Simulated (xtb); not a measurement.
Be(NH2)(GeH3) (BeGeH5N), SMILES [Be]([NH2])[GeH3]. All values are semi-empirical tight-binding results from xtb (GFN2-xTB unless named), good for trends rather than for accurate numbers. Coordinates come from a GFN2-xTB optimisation. Other conformers were not sampled.

The geometry has at least one imaginary mode, so it is a saddle point at that level.

For metal compounds this method's bond lengths and energies can be far off.

The orbital gap is 4.59 eV.
